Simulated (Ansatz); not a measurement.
System: sum formula Si2H3F3 (charge 0, singlet). 
Coordinates optimised at B3LYP-D3(BJ)/def2-TZVP (Ansatz, a program for electronic structure):
SMILES: F[SiH2][SiH](F)F
```xyz
8

F     -1.8125    -1.5016     0.5221
Si    -1.4275    -0.0227     0.0132
Si     0.9017     0.0560    -0.3318
F      1.2524     1.4963    -0.9345
F      1.6590    -0.0713     1.0694
H     -1.8508     0.9539     1.0401
H     -2.1489     0.2302    -1.2541
H      1.4702    -0.9610    -1.2376
```

Computed values are from Ansatz. Correlated levels leave the core frozen unless marked. UHF or UKS for open shells. Spin-orbit coupling is left out. Non-relativistic. CBS(X,Y): correlation extrapolated as X^-3; Hartree-Fock from the larger set. [CCSD(T)-MP2]/basis is that difference in the basis named.

```
Quantity                                                                                                                     Value
-------------------------------------------  -------------------------------------------------------------------------------------
atomisation energy De                                               711.9 kcal/mol at CCSD(T)/CBS(aug-cc-pV(T+d)Z,aug-cc-pV(Q+d)Z)
vertical ionisation energy (to the doublet)  11.30 eV at RI-MP2/CBS(aug-cc-pV(T+d)Z,aug-cc-pV(Q+d)Z)+[CCSD(T)-MP2]/aug-cc-pV(T+d)Z
vertical triplet-singlet gap                  5.60 eV at RI-MP2/CBS(aug-cc-pV(T+d)Z,aug-cc-pV(Q+d)Z)+[CCSD(T)-MP2]/aug-cc-pV(T+d)Z
total energy                                                          -879.5112 Eh at CCSD(T)/CBS(aug-cc-pV(T+d)Z,aug-cc-pV(Q+d)Z)
dipole moment                                                                                    1.26 D at CCSD(T)/aug-cc-pV(D+d)Z
T1 diagnostic                                                                                        0.012 at CCSD/aug-cc-pV(Q+d)Z
```
